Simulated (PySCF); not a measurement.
C6H8AlPS.
Geometry (PBE0-D3(BJ)/def2-SVP, Å), atoms numbered from 1 in this order:
```
atom  x, y, z in Å
Al1   -2.4997    1.7007    0.5646
P2    -0.9373   -0.1669   -0.0251
C3     0.8504    0.0839    0.0296
C4     1.8622   -0.8398   -0.3801
C5     3.1216   -0.3348   -0.2094
S6     3.0894    1.2552    0.4433
C7     1.3804    1.2654    0.5005
C8    -1.3028   -1.9247    0.1064
C9    -1.3186   -1.5232   -1.1432
H10   -1.4678    2.5515    1.4582
H11   -3.6160    0.8313    1.3168
H12   -2.8193    2.2517   -0.9066
H13    1.6570   -1.8328   -0.7828
H14    4.0731   -0.8154   -0.4341
H15    0.8326    2.1294    0.8800
H16   -1.4431   -2.7804    0.7670
H17   -1.4806   -1.8364   -2.1749
```

Level: CAM-B3LYP/def2-SVPD in PySCF, non-relativistic, on one gas-phase PBE0-D3(BJ)/def2-SVP geometry that isn't relaxed in the solvent. The solvent is an IEF-PCM continuum (Bondi radii, 1.10 Å for H, scaled by 1.2), and excitations are vertical TDDFT with non-equilibrium linear response and a frozen core. Specific hydrogen bonds and non-electrostatic terms are outside this model.

Gas-phase singlets (H = HOMO, L = LUMO):

| state | E (eV) | λ (nm) | f | leading configurations |
| --- | --- | --- | --- | --- |
| S1 | 5.231 | 237 | 0.041 | H→L 68% |
| S2 | 5.600 | 221 | 0.026 | H-1→L 32%, H-3→L 23%, H→L+1 16% |
| S3 | 5.612 | 221 | 0.006 | H-4→L 52%, H-4→L+1 25%, H-2→L 8% |
| S4 | 5.736 | 216 | 0.005 | H-4→L+1 50%, H-4→L 23%, H-2→L+1 10% |
| S5 | 5.867 | 211 | 0.100 | H→L+2 27%, H→L+1 17%, H-3→L+1 14% |

Give the list for acetonitrile (ε = 35.69), n² = 1.81.

```json
{"state": "S1", "E (eV)": "5.303", "λ (nm)": "234", "f": "0.079", "leading configurations": "H→L 66%, H-1→L 15%", "change by rank (eV)": "+0.072"}
{"state": "S2", "E (eV)": "5.582", "λ (nm)": "222", "f": "0.047", "leading configurations": "H-1→L 53%, H→L 21%, H→L+1 14%", "change by rank (eV)": "-0.018"}
{"state": "S3", "E (eV)": "5.789", "λ (nm)": "214", "f": "0.005", "leading configurations": "H-2→L+1 81%, H-2→L 10%", "change by rank (eV)": "+0.177"}
{"state": "S4", "E (eV)": "5.873", "λ (nm)": "211", "f": "0.017", "leading configurations": "H-2→L 76%, H-2→L+1 10%", "change by rank (eV)": "+0.137"}
{"state": "S5", "E (eV)": "5.887", "λ (nm)": "211", "f": "0.194", "leading configurations": "H-1→L+1 25%, H→L+1 24%, H→L+2 19%", "change by rank (eV)": "+0.020"}
```

How do the frontier levels move from gas to acetonitrile?

| orbital | gas (eV) | solvent (eV) | change (eV) |
| --- | --- | --- | --- |
| LUMO+2 | 0.57 | 0.90 | +0.33 |
| LUMO+1 | 0.06 | 0.37 | +0.31 |
| LUMO | -0.44 | -0.08 | +0.36 |
| HOMO | -8.64 | -8.36 | +0.28 |
| HOMO-1 | -8.83 | -8.66 | +0.17 |
| HOMO-2 | -8.97 | -9.03 | -0.06 |
| HOMO-3 | -9.03 | -9.42 | -0.39 |

The HOMO–LUMO gap goes from 8.19 to 8.28 eV. Rows go by rank; for HOMO-3, HOMO-2, HOMO-1 and HOMO the atom shares or the degeneracy differ between the runs, so the row needn't follow one orbital.
